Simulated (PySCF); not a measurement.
Dipole moment and polarisability of `CCS[SiH2]C(F)(F)F`

C3H7F3SSi.
Geometry (GFN2-xTB, Å), atoms numbered from 1 in this order:
```xyz
15
C3H7F3SSi angstrom
C     -2.429    0.396   -0.143
C     -1.715   -0.819    0.410
S     -0.110   -0.393    1.196
Si     1.085   -0.034   -0.511
C      2.857    0.337    0.165
F      2.935    1.499    0.838
F      3.731    0.442   -0.859
F      3.350   -0.613    0.976
H     -3.417    0.110   -0.497
H     -1.876    0.830   -0.972
H     -2.544    1.150    0.632
H     -2.295   -1.277    1.210
H     -1.523   -1.562   -0.361
H      1.217   -1.218   -1.352
H      0.732    1.160   -1.272
```

Level: CAM-B3LYP/def2-SVPD (PySCF), static field, nuclei fixed, core orbitals frozen in the response. The polarisability tensor in these axes (au):

```
x   103.67   3.22  -2.47
y     3.22  75.04  -2.08
z    -2.47  -2.08  80.43
```

Question: What are the eigenvalues, a third of the trace, and Δα (Δα² = ½Σ(αi − αj)² over the three pairs)?

Answer: Principal values 74.15, 80.66 and 104.33 au; mean 86.38 au = 12.80 Å³ = 14.24 × 10⁻⁴⁰ C²·m²/J; Δα = 27.51 au (32 % of the mean).

Question: What is the dipole moment, and where does it point?

Answer: (-3.91, -0.74, -1.68) D, 4.32 D in size, pointing from the negative to the positive side. Measured along this direction, the outermost atoms are F8 and F6 at the negative end and H9 at the positive end.

Question: Find the Langevin capture rate constant for H3O+ (19.018 u) meeting this molecule (159.999 u), k = 2.342 × 10⁻⁹ cm³/s × √(α in Å³ / reduced mass in u).

Answer: The reduced mass is 17.00 u, so k = 2.03 × 10⁻⁹ cm³/s. The formula leaves out the permanent dipole, which adds to the capture rate.

Question: Refractivity n − 1 of an ideal gas of it at 350 K and 1 atm, from the electronic α?

Answer: N = p/kT = 2.0968 × 10¹⁹ cm⁻³, so n − 1 = 2π × N × 12.80 × 10⁻²⁴ cm³ = 1686 × 10⁻⁶ at long wavelengths.

Question: What depolarisation ratio follows for Rayleigh scattering of linearly polarised light, taking the static tensor?

Answer: ρ = 3Δα²/(45ᾱ² + 4Δα²) = 2270.0/(335747 + 3026.7) = 0.0067.

Question: Form Σ f/ω² (atomic units) for the 8 lowest TDDFT singlets, given as eV and f, and set it beside the mean polarisability, which is this sum over all singlets: 5.47, 0.0049; 6.41, 0.0133; 6.98, 0.0030; 7.10, 0.0076; 7.34, 0.0073; 7.55, 0.0174; 7.69, 0.1313; 8.00, 0.0323.

Answer: They add up to 2.86 au, 3.3 % of the 86.38 au; the largest single term is 1.64 au, from the state at 7.69 eV. Terms in order: 0.12, 0.24, 0.05, 0.11, 0.10, 0.23, 1.64, 0.37 au. Higher excitations give the rest. The strengths listed sum to 0.217.

Question: Estimate the molar refractivity from the static electronic polarisability.

Answer: Lorentz–Lorenz: R = (4π/3)N_A α = 2.5225 cm³/(mol·Å³) × 12.80 Å³ = 32.3 cm³/mol, in the limit of long wavelengths.

Isolated species at its GFN2-xTB geometry (one conformer only).
